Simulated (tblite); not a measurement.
Q: Write a Z-matrix for `C=C[Si@H]1[Si@@H](Cl)[Si@H](C)[Si@@H]1Cl` as optimised with GFN2-xTB.

A: 
Z-matrix in Å and degrees, rows numbered from 1:
```
C 
C   1  1.3251
Si  2  1.8820  1  125.65
Si  3  2.3859  2  112.88  1   130.08
Cl  4  2.0552  3  112.30  2    -1.01
Si  4  2.3804  3   90.91  2   113.93
C   6  1.9060  4  113.25  3   115.23
Si  3  2.3810  2  112.25  1  -131.11
Cl  8  2.0568  3  112.47  2   131.05
H   1  1.0795  2  122.89  3  -179.21
H   1  1.0782  2  121.41  3     0.92
H   2  1.0840  1  118.18  3   178.79
H   3  1.4738  2  105.53  1     0.59
H   4  1.4691  3  120.04  2  -120.20
H   6  1.4755  4  118.84  3  -120.54
H   7  1.0860  6  111.30  4  -168.74
H   7  1.0864  6  112.39  4    70.59
H   7  1.0861  6  110.47  4   -49.69
H   8  1.4695  3  119.66  2    11.90
```

Si6 (SiH silicon) has angles from 89.1° to 118.8°. Si8 (chlorine-bound silicon) has angles from 90.9° to 120.5°. The 4-membered ring Si3–Si4–Si6–Si8 has internal angles of 89.0° to 90.9°; it is planar, 0.00 Å rms from its mean plane, widest ring torsion 0°. Si3 (SiH silicon) has angles from 89.0° to 119.5°.

The geometry is computed with GFN2-xTB (gas phase).

Point group: C1 (no symmetry element, even within 0.4 Å). Its GFN2-xTB frequencies are all real (lowest 19 cm⁻¹). The numbers are those of one conformer (C1–C2–Si3–Si4 130°).
